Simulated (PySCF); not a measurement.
`CC(NC(=C)[Se]C)=O`, C5H9NOSe

Geometry:
```tsv
atom	x (Å)	y (Å)	z (Å)
C1	0.833	-2.434	0.277
C2	0.564	-1.144	0.472
N3	-0.604	-0.576	-0.032
C4	-1.150	0.635	0.287
C5	-2.510	0.846	-0.343
O6	-0.604	1.454	0.986
Se7	1.792	-0.079	1.510
C8	2.292	1.266	0.184
H9	0.154	-3.089	-0.247
H10	1.740	-2.866	0.655
H11	-1.169	-1.205	-0.587
H12	-3.219	0.120	0.051
H13	-2.451	0.727	-1.423
H14	-2.861	1.846	-0.108
H15	3.193	1.745	0.560
H16	2.500	0.773	-0.762
H17	1.491	1.994	0.089
```

Level of theory: GIAO KT3/pcSseg-1 magnetisability, rotational g tensor and spin-rotation constants, non-relativistic, gas phase in PySCF 2.14.0. Geometry: GFN2-xTB.

The calculation is non-relativistic, which matters for the atoms heavier than Zn.

Problem. Give the nuclear spin-rotation constants along the inertial axes (H = +C I·J) beside the isotropic shieldings.

Solution. Rotational constants 2.2572, 1.0254, 0.7969 GHz. A star marks the isotopologue with that one atom substituted, in its own axes.
| atom | isotope | Caa (kHz) | Cbb (kHz) | Ccc (kHz) | mean (kHz) | σ (ppm) |
| --- | --- | --- | --- | --- | --- | --- |
| N3 | 14N | 0.218 | 0.120 | 0.062 | 0.134 | 104.4 |
| H9 | 1H | -0.059 | 0.002 | -0.090 | -0.049 | 27.0 |
| H10 | 1H | 0.157 | -0.094 | -0.091 | -0.009 | 27.2 |
| H11 | 1H | -0.086 | 0.020 | -0.094 | -0.053 | 25.2 |
| H12 | 1H | -0.186 | -0.057 | -0.042 | -0.095 | 29.8 |
| H13 | 1H | -0.213 | -0.111 | 0.009 | -0.105 | 29.9 |
| H14 | 1H | -0.176 | 0.000 | -0.091 | -0.089 | 30.1 |
| H15 | 1H | -0.049 | -0.063 | -0.084 | -0.065 | 29.9 |
| H16 | 1H | -0.235 | -0.063 | -0.010 | -0.103 | 29.5 |
| H17 | 1H | -0.003 | -0.055 | -0.086 | -0.048 | 28.8 |
| C1 | 13C* | 0.810 | 0.243 | 0.143 | 0.399 | 91.4 |
| C2 | 13C* | 1.068 | 0.340 | 0.149 | 0.519 | 44.7 |
| C4 | 13C* | 0.996 | 0.370 | 0.194 | 0.520 | 31.8 |
| C5 | 13C* | 0.275 | 0.157 | 0.147 | 0.193 | 160.7 |
| O6 | 17O* | -1.086 | -0.633 | -0.084 | -0.601 | -91.0 |
| Se7 | 77Se* | 4.078 | 1.679 | 1.830 | 2.529 | 1372.2 |
| C8 | 13C* | 0.366 | 0.156 | 0.116 | 0.213 | 161.2 |

For the geometry as given, no vibrational averaging.

Problem. How do the rotational constants and the g tensor change when H9, H10, H11, H12, H13, H14, H15, H16, H17 are replaced by deuterium?

Solution. Constants 1.9120, 0.9052, 0.7014 GHz; g -0.0210, -0.0084, -0.0032, against -0.0245, -0.0095, -0.0034 before.
